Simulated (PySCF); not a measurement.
Does the answer move with the share of exact exchange?

Species: C2H4BCl.
Atom-mapped SMILES: `[BH2:1][C:2](=[CH2:3])[Cl:4]` (hydrogens: H5, H6 on B1; H7, H8 on C3)

Structure used (PBE0-D3(BJ)/def2-SVP), in Å, numbered top down from 1:
```xyz
8
C2H4BCl angstrom
B      2.039    2.234    0.996
C      0.520    2.246    0.722
C     -0.549    1.546    0.374
Cl     0.446    3.992    1.094
H      2.805    2.485    0.098
H      2.438    2.034    2.117
H     -0.435    0.480    0.160
H     -1.543    1.992    0.291
```

PySCF, def2-SVPD basis, density fitting, gas phase, PBE0-D3(BJ)/def2-SVP geometry; singlet excitations by full TDDFT with frozen cores, triplets by Tamm–Dancoff TDDFT and ionisation energies by ΔSCF, from the lowest of the holes tried. One functional is left out:

```csv
functional,exact exchange (%),HOMO energy (eV),LUMO energy (eV),lowest singlet excitation (eV),lowest triplet excitation (eV),dipole moment (D),mean polarisability (au),vertical ionisation energy (eV)
LDA,0,-6.74,-2.76,4.04,3.92,1.152,58.5,9.96
PBE,0,-6.60,-2.48,4.16,4.02,1.187,57.7,9.76
PBE0,25,-7.77,-1.47,4.82,4.19,1.289,55.6,9.91
BHandHLYP,50,-8.77,-0.41,5.38,4.12,1.397,54.4,9.86
```

Task: Predict the row of B3LYP (20 % exact exchange) by straight lines through the other rows, and check it.

Result: 
| property | line | computed | computed − line | PBE0 (25 %), for comparison |
| --- | --- | --- | --- | --- |
| HOMO energy (eV) | -7.52 | -7.53 | -0.01 | -7.77 |
| LUMO energy (eV) | -1.72 | -1.68 | +0.04 | -1.47 |
| lowest singlet excitation (eV) | 4.63 | 4.68 | +0.05 | 4.82 |
| lowest triplet excitation (eV) | 4.07 | 4.26 | +0.19 | 4.19 |
| dipole moment (D) | 1.262 | 1.270 | +0.008 | 1.289 |
| mean polarisability (au) | 56.5 | 56.2 | -0.3 | 55.6 |
| vertical ionisation energy (eV) | 9.87 | 9.91 | +0.04 | 9.91 |

Task: Which of these properties follows the share of exact exchange most closely, and which least?

Result: Most closely the HOMO energy, least the vertical ionisation energy; the correlations over the tabulated rows are HOMO energy -0.998, lowest singlet excitation 0.995, LUMO energy 0.994, dipole moment 0.991, mean polarisability -0.970, lowest triplet excitation 0.716, vertical ionisation energy 0.051. The HOMO energy moves by -0.422 eV for every 10 %. Functionals with the same share still differ in their other parts: at 0 % LDA and PBE differ by 0.14 eV in it.
